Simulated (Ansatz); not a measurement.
Ansatz (an electronic-structure program) input (B3LYP-D3(BJ)/def2-TZVP):

Ansatz 0.2 input:
```yaml
crystal:
  periodic: [false, false, false]
  atoms:
    - {symbol: C, position_ang: [-2.28724345, 0.20998892, 0.43283074]}
    - {symbol: C, position_ang: [-1.40997046, -0.75502001, -0.27545508]}
    - {symbol: C, position_ang: [-0.00230147, -0.14598048, -0.43262285]}
    - {symbol: O, position_ang: [0.31940458, 0.42432585, -1.44564325]}
    - {symbol: C, position_ang: [0.91978405, -0.28515200, 0.76129804]}
    - {symbol: C, position_ang: [2.20796325, 0.51450266, 0.64573464]}
    - {symbol: H, position_ang: [-2.68197859, 1.06613958, -0.09538699]}
    - {symbol: H, position_ang: [-2.41875625, 0.16515991, 1.50443418]}
    - {symbol: H, position_ang: [-1.33546817, -1.69361803, 0.27887023]}
    - {symbol: H, position_ang: [-1.77492495, -0.95800834, -1.28370321]}
    - {symbol: H, position_ang: [0.35284850, -0.00886111, 1.65600909]}
    - {symbol: H, position_ang: [1.12975223, -1.35592701, 0.87356612]}
    - {symbol: H, position_ang: [2.83855422, 0.35660265, 1.52155353]}
    - {symbol: H, position_ang: [1.99694266, 1.58077797, 0.56101824]}
    - {symbol: H, position_ang: [2.76840224, 0.22309281, -0.24192797]}
basis:
  gaussian:
    orbitals: def2-TZVP
hamiltonian:
  xc: b3lyp
  dispersion: d3bj
magnetization: {spin_polarized: true, initial_magnetization: 1}
phonons: {temperatures: {t_min: 298.15, t_max: 298.15, t_step: 100}}
```

Output:

```
Functional definition: B3LYP
integrals: 0.17 GiB planned
1447 factors; their error is unknown
0.33 GiB of the device are held for the grids
1.31 GiB of device memory are held for the factors and their scratch space
mean field: 1.59 GiB planned
mean field evaluation 1: about -7367.2859 eV, gradient 5.5e1 eV
mean field evaluation 2: about -7359.6235 eV, gradient 6.8e1 eV
mean field evaluation 4: about -7380.2633 eV, gradient 5.5e0 eV
mean field evaluation 8: about -7380.3791 eV, gradient 1.0e-1 eV
mean field evaluation 16: about -7380.3526 eV, gradient 7.6e-4 eV
mean field -7380.35260763 eV, -271.2229557478 hartree, gradient 5.9e-5 eV, S^2 0.755082; 0 other end points of the search recorded, 0 dependent functions left out
the calculation of the forces begins
reference -7380.35290364 eV, -271.2229666258 hartree; 24, 23 occupied and 216, 217 virtual orbitals, 1447 factors
these checks for a lower state are left out or cut short: stability, starts, cluster_reference, orbital_swaps, neighbouring_geometries, increment
integrals: 0.17 GiB planned
1447 factors; their error is unknown
0.33 GiB of the device are held for the grids
1.31 GiB of device memory are held for the factors and their scratch space
mean field: 1.59 GiB planned
mean field -7380.35246855 eV, -271.2229506366 hartree, gradient 2.2e-6 eV, S^2 0.755097; 0 other end points of the search recorded, 0 dependent functions left out
the calculation of the forces begins
reference -7380.35276452 eV, -271.2229615133 hartree; 24, 23 occupied and 216, 217 virtual orbitals, 1447 factors
these checks for a lower state are left out or cut short: stability, starts, cluster_reference, orbital_swaps, neighbouring_geometries, increment
integrals: 0.17 GiB planned
1447 factors; their error is unknown
0.33 GiB of the device are held for the grids
1.31 GiB of device memory are held for the factors and their scratch space
mean field: 1.59 GiB planned
mean field evaluation 32: about -7380.3526 eV, gradient 6.4e-3 eV
mean field -7380.35261712 eV, -271.2229560966 hartree, gradient 2.3e-6 eV, S^2 0.755067; 0 other end points of the search recorded, 0 dependent functions left out
the calculation of the forces begins
reference -7380.35291316 eV, -271.2229669758 hartree; 24, 23 occupied and 216, 217 virtual orbitals, 1447 factors
these checks for a lower state are left out or cut short: stability, starts, cluster_reference, orbital_swaps, neighbouring_geometries, increment
integrals: 0.17 GiB planned
1447 factors; their error is unknown
0.33 GiB of the device are held for the grids
1.31 GiB of device memory are held for the factors and their scratch space
mean field: 1.59 GiB planned
mean field -7380.35249337 eV, -271.2229515488 hartree, gradient 2.2e-6 eV, S^2 0.755075; 0 other end points of the search recorded, 0 dependent functions left out
the calculation of the forces begins
reference -7380.35278933 eV, -271.2229624252 hartree; 24, 23 occupied and 216, 217 virtual orbitals, 1447 factors
these checks for a lower state are left out or cut short: stability, starts, cluster_reference, orbital_swaps, neighbouring_geometries, increment
integrals: 0.17 GiB planned
1447 factors; their error is unknown
0.33 GiB of the device are held for the grids
1.31 GiB of device memory are held for the factors and their scratch space
mean field: 1.59 GiB planned
mean field -7380.35246938 eV, -271.2229506673 hartree, gradient 2.3e-6 eV, S^2 0.755088; 0 other end points of the search recorded, 0 dependent functions left out
[...]
mean field -7380.35256196 eV, -271.2229540695 hartree, gradient 2.2e-6 eV, S^2 0.755082; 0 other end points of the search recorded, 0 dependent functions left out
the calculation of the forces begins
reference -7380.35285796 eV, -271.2229649474 hartree; 24, 23 occupied and 216, 217 virtual orbitals, 1447 factors
these checks for a lower state are left out or cut short: stability, starts, cluster_reference, orbital_swaps, neighbouring_geometries, increment
integrals: 0.17 GiB planned
1447 factors; their error is unknown
0.33 GiB of the device are held for the grids
1.31 GiB of device memory are held for the factors and their scratch space
mean field: 1.59 GiB planned
mean field -7380.35253526 eV, -271.2229530881 hartree, gradient 2.2e-6 eV, S^2 0.755082; 0 other end points of the search recorded, 0 dependent functions left out
the calculation of the forces begins
reference -7380.35283132 eV, -271.2229639683 hartree; 24, 23 occupied and 216, 217 virtual orbitals, 1447 factors
these checks for a lower state are left out or cut short: stability, starts, cluster_reference, orbital_swaps, neighbouring_geometries, increment
integrals: 0.17 GiB planned
1447 factors; their error is unknown
0.33 GiB of the device are held for the grids
1.31 GiB of device memory are held for the factors and their scratch space
mean field: 1.58 GiB planned
mean field -7380.35248222 eV, -271.2229511391 hartree, gradient 2.2e-6 eV, S^2 0.755082; 0 other end points of the search recorded, 0 dependent functions left out
the calculation of the forces begins
reference -7380.35277816 eV, -271.2229620147 hartree; 24, 23 occupied and 216, 217 virtual orbitals, 1447 factors
these checks for a lower state are left out or cut short: stability, starts, cluster_reference, orbital_swaps, neighbouring_geometries, increment
integrals: 0.17 GiB planned
1447 factors; their error is unknown
0.33 GiB of the device are held for the grids
1.31 GiB of device memory are held for the factors and their scratch space
mean field: 1.59 GiB planned
mean field -7380.35260165 eV, -271.2229555279 hartree, gradient 2.2e-6 eV, S^2 0.755082; 0 other end points of the search recorded, 0 dependent functions left out
the calculation of the forces begins
reference -7380.35289764 eV, -271.2229664052 hartree; 24, 23 occupied and 216, 217 virtual orbitals, 1447 factors
these checks for a lower state are left out or cut short: stability, starts, cluster_reference, orbital_swaps, neighbouring_geometries, increment
integrals: 0.17 GiB planned
1447 factors; their error is unknown
0.33 GiB of the device are held for the grids
1.31 GiB of device memory are held for the factors and their scratch space
mean field: 1.59 GiB planned
mean field evaluation 608: about -7380.3526 eV, gradient 2.2e-6 eV
mean field -7380.35258504 eV, -271.2229549177 hartree, gradient 2.2e-6 eV, S^2 0.755081; 0 other end points of the search recorded, 0 dependent functions left out
the calculation of the forces begins
reference -7380.35288106 eV, -271.2229657963 hartree; 24, 23 occupied and 216, 217 virtual orbitals, 1447 factors
these checks for a lower state are left out or cut short: stability, starts, cluster_reference, orbital_swaps, neighbouring_geometries, increment
integrals: 0.17 GiB planned
1447 factors; their error is unknown
0.33 GiB of the device are held for the grids
1.31 GiB of device memory are held for the factors and their scratch space
mean field: 1.59 GiB planned
mean field -7380.35260263 eV, -271.2229555638 hartree, gradient 2.2e-6 eV, S^2 0.755082; 0 other end points of the search recorded, 0 dependent functions left out
the calculation of the forces begins
reference -7380.35289867 eV, -271.2229664432 hartree; 24, 23 occupied and 216, 217 virtual orbitals, 1447 factors
these checks for a lower state are left out or cut short: stability, starts, cluster_reference, orbital_swaps, neighbouring_geometries, increment
integrals: 0.17 GiB planned
1447 factors; their error is unknown
0.33 GiB of the device are held for the grids
1.31 GiB of device memory are held for the factors and their scratch space
mean field: 1.59 GiB planned
mean field -7380.35253633 eV, -271.2229531277 hartree, gradient 2.2e-6 eV, S^2 0.755081; 0 other end points of the search recorded, 0 dependent functions left out
the calculation of the forces begins
reference -7380.35283230 eV, -271.2229640041 hartree; 24, 23 occupied and 216, 217 virtual orbitals, 1447 factors
these checks for a lower state are left out or cut short: stability, starts, cluster_reference, orbital_swaps, neighbouring_geometries, increment
integrals: 0.17 GiB planned
1447 factors; their error is unknown
0.33 GiB of the device are held for the grids
1.31 GiB of device memory are held for the factors and their scratch space
mean field: 1.58 GiB planned
mean field -7380.35259053 eV, -271.2229551194 hartree, gradient 2.2e-6 eV, S^2 0.755082; 0 other end points of the search recorded, 0 dependent functions left out
the calculation of the forces begins
reference -7380.35288653 eV, -271.2229659972 hartree; 24, 23 occupied and 216, 217 virtual orbitals, 1447 factors
these checks for a lower state are left out or cut short: stability, starts, cluster_reference, orbital_swaps, neighbouring_geometries, increment
integrals: 0.17 GiB planned
1447 factors; their error is unknown
0.33 GiB of the device are held for the grids
1.31 GiB of device memory are held for the factors and their scratch space
mean field: 1.59 GiB planned
mean field -7380.35258151 eV, -271.2229547877 hartree, gradient 2.2e-6 eV, S^2 0.755082; 0 other end points of the search recorded, 0 dependent functions left out
the calculation of the forces begins
reference -7380.35287752 eV, -271.2229656659 hartree; 24, 23 occupied and 216, 217 virtual orbitals, 1447 factors
these checks for a lower state are left out or cut short: stability, starts, cluster_reference, orbital_swaps, neighbouring_geometries, increment
integrals: 0.17 GiB planned
1447 factors; their error is unknown
0.33 GiB of the device are held for the grids
1.31 GiB of device memory are held for the factors and their scratch space
mean field: 1.58 GiB planned
mean field evaluation 640: about -7380.3525 eV, gradient 4.8e-4 eV
mean field -7380.35252951 eV, -271.2229528770 hartree, gradient 2.2e-6 eV, S^2 0.755082; 0 other end points of the search recorded, 0 dependent functions left out
the calculation of the forces begins
reference -7380.35282546 eV, -271.2229637530 hartree; 24, 23 occupied and 216, 217 virtual orbitals, 1447 factors
these checks for a lower state are left out or cut short: stability, starts, cluster_reference, orbital_swaps, neighbouring_geometries, increment
integrals: 0.17 GiB planned
1447 factors; their error is unknown
0.33 GiB of the device are held for the grids
1.31 GiB of device memory are held for the factors and their scratch space
mean field: 1.59 GiB planned
mean field -7380.35253878 eV, -271.2229532174 hartree, gradient 2.2e-6 eV, S^2 0.755081; 0 other end points of the search recorded, 0 dependent functions left out
the calculation of the forces begins
reference -7380.35283483 eV, -271.2229640973 hartree; 24, 23 occupied and 216, 217 virtual orbitals, 1447 factors
Total energy: -7380.87060802 eV, -271.2419919109 hartree
Atom 0 at    -2.287243     0.209989     0.432831 Å, force     0.000452     0.000522    -0.000418 eV/Å
Atom 1 at    -1.409970    -0.755020    -0.275455 Å, force     0.000262    -0.000300     0.000435 eV/Å
Atom 2 at    -0.002301    -0.145980    -0.432623 Å, force     0.001054    -0.000424    -0.000510 eV/Å
Atom 3 at     0.319405     0.424326    -1.445643 Å, force    -0.000389     0.001011    -0.000294 eV/Å
Atom 4 at     0.919784    -0.285152     0.761298 Å, force    -0.000238    -0.000856     0.000691 eV/Å
Atom 5 at     2.207963     0.514503     0.645735 Å, force    -0.000719     0.000256    -0.000488 eV/Å
Atom 6 at    -2.681979     1.066140    -0.095387 Å, force    -0.000304     0.000044    -0.000164 eV/Å
Atom 7 at    -2.418756     0.165160     1.504434 Å, force    -0.000117    -0.000082     0.000425 eV/Å
Atom 8 at    -1.335468    -1.693618     0.278870 Å, force    -0.000075    -0.000003     0.000196 eV/Å
Atom 9 at    -1.774925    -0.958008    -1.283703 Å, force     0.000389    -0.000050     0.000060 eV/Å
Atom 10 at     0.352849    -0.008861     1.656009 Å, force    -0.000393    -0.000237     0.000290 eV/Å
Atom 11 at     1.129752    -1.355927     0.873566 Å, force    -0.000060     0.000024     0.000294 eV/Å
Atom 12 at     2.838554     0.356603     1.521554 Å, force    -0.000211    -0.000429     0.000424 eV/Å
Atom 13 at     1.996943     1.580778     0.561018 Å, force     0.000153     0.000902    -0.000058 eV/Å
Atom 14 at     2.768402     0.223093    -0.241928 Å, force     0.000195    -0.000378    -0.000884 eV/Å
Dipole moment:    -0.083510    -0.259726     0.482361 e Å
Vibrations: 65.07 70.48 168.79 191.32 236.26 247.83 395.28 526.12 547.08 613.72 753.34 796.20 817.16 968.73 1004.50 1054.49 1089.11 1112.72 1157.08 1251.93 1272.15 1294.25 1371.82 1419.13 1452.09 1463.43 1476.45 1493.68 1500.38 1786.16 3011.10 3035.10 3044.33 3048.41 3089.95 3109.71 3118.63 3152.95 3256.82 cm⁻¹, zero-point energy 3.438316 eV
```

It need not be the lowest isomer of its formula.
